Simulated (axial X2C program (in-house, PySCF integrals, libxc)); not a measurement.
Curves of FCuF⁺ from open-shell CI on d8 s0

Calculated with an in-house all-electron X2C program for linear molecules (integrals from PySCF): two-component X2C with atomic mean-field Coulomb and Gaunt terms, basis F dyall-v3z, Cu dyall-v3z (cores contracted in-house). Orbitals come from Hartree–Fock averaged over the configuration Cu d8 s0; CI then distributes these electrons over the d, s shells of Cu.

Scan along the symmetric stretch (R is each bond); masses F 18.998 u, Cu 62.930 u, F 18.998 u. Energies in cm⁻¹ from the lowest point; levels are followed by energy order within each Ω. Lowest level at 1.649 Å: 100% d8.

| R (Å) | (1)Ω=2 | (1)Ω=1 | (1)Ω=0 | (2)Ω=0 | (1)Ω=3 | (2)Ω=1 | (3)Ω=0 | (2)Ω=2 | (3)Ω=1 |
| --- | --- | --- | --- | --- | --- | --- | --- | --- | --- |
| 1.534 | 4067 | 4283 | 4434 | 5068 | 9510 | 7660 | 7904 | 10421 | 11293 |
| 1.591 | 521 | 722 | 883 | 1555 | 4618 | 4059 | 4327 | 5564 | 6445 |
| 1.649 | 0 | 187 | 361 | 1076 | 3016 | 3435 | 3740 | 4009 | 4897 |
| 1.715 | 2126 | 2304 | 2498 | 3267 | 4195 | 5413 | 5789 | 5255 | 6170 |
| 1.781 | 6260 | 6442 | 6664 | 7488 | 7618 | 9310 | 9872 | 8767 | 9806 |
| 1.855 | 12446 | 12656 | 12919 | 13801 | 13229 | 15119 | 16049 | 14505 | 15825 |
| 1.946 | 21351 | 21629 | 21962 | 22901 | 21670 | 23685 | 25024 | 23141 | 24739 |

(1) Fit the curves (1)Ω=2, (1)Ω=1, (1)Ω=0, (2)Ω=0, (1)Ω=3, (3)Ω=0, (2)Ω=2 near their minima.

The 9 lowest curves are shown; the next is (1)Ω=4, from 8804 cm⁻¹.

Dynamic correlation is missing, so gaps between terms are too wide and other configurations may lie lower; the lowest level listed is that of this model, not necessarily the ground state. For d shells the ligand-field splittings (σ, π, δ) and their order can be off by a thousand cm⁻¹ or more. At most 4 roots were kept for each Ω > 0 (twice that for Ω = 0) within 3.2 eV of the lowest, so higher up levels can be missing between those listed; levels with Ω > 0 are doubly degenerate and listed once, Ω = 0 levels singly. Some active spinors are only partly of the character that their shell is named for, so the shell names and counts are nominal. States that fill the shells left empty in the average are placed too high. The molecule was held linear; bending was not examined.

## Answers

(1) From the open-shell CI curves, Te from the lowest:

| level | Te (cm⁻¹) | Re (Å) | ωe (cm⁻¹) |
| --- | --- | --- | --- |
| (1)Ω=2 | 0 | 1.631 | 810.2 |
| (1)Ω=1 | 191 | 1.631 | 810.0 |
| (1)Ω=0 | 361 | 1.631 | 811.4 |
| (2)Ω=0 | 1062 | 1.630 | 814.3 |
| (1)Ω=3 | 3123 | 1.654 | 797.8 |
| (3)Ω=0 | 3761 | 1.633 | 805.0 |
| (2)Ω=2 | 4119 | 1.653 | 802.6 |

Without dynamic correlation distances can be off by several hundredths of an Å (long for ionic bonds, short for multiple bonds) and the wavenumbers are rough.
